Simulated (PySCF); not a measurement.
GeHO, SMILES [OH+]=[Ge] (connectivity only; charge and spin as stated), charge +1, multiplicity 1. Geometry optimised at ωB97X-D3(BJ)/def2-TZVP. The isomer is the one that the SMILES or the coordinates give; other isomers of the formula were not compared.

TDDFT-M06-2X/def2-TZVPD in PySCF 2.14.0 puts the lowest singlet excitations at 6.71, 7.04, 7.04, 7.31, 7.31, 8.85 eV.

Task: What are the lowest excitation roots from ADC(2)/aug-cc-pVDZ (PySCF 2.14.0)? (The exact figures need the calculation; the answer reports its results.)

Result: 6.21, 6.21, 6.23, 6.91, 7.75, 7.75 eV. S1 differs by -0.50 eV (second minus first; roots are paired by order, and the bases may differ).
